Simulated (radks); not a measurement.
Results of a calculation; reference values are marked as such.
Initial-state core-level shifts of the samarium ion Sm3+ when its valence configuration changes from [Xe] 4f5. Level of theory: Dirac Kohn-Sham, PBEsol, spin-unpolarised, spherical densities, finite nucleus; open shells fill j = l - 1/2 first; Fermi nuclear charge, rms radius 5.0819 fm (a radial shooting solver on a logarithmic mesh with Libxc functionals). Shifts are changes of the shell-averaged eigenvalues in eV (positive: less bound); the change of the density at the nucleus, which sets a Mossbauer isomer shift, is in e/bohr^3, on a base of 5.324e+05.

valence           1s       3p       4s      5s  density at nucleus
4f4 6s1      -10.981  -12.928  -12.068  -6.845              +90.14
4f4.5 5d0.5   -3.731   -4.632   -4.270  -1.896              +14.81
4f4.5 6s0.5   -5.319   -6.246   -5.864  -3.383              +42.89
4f4 6p1      -11.886  -13.843  -12.983  -7.726              +40.16
4f3 5d2      -16.157  -20.248  -18.297  -7.667              +66.07
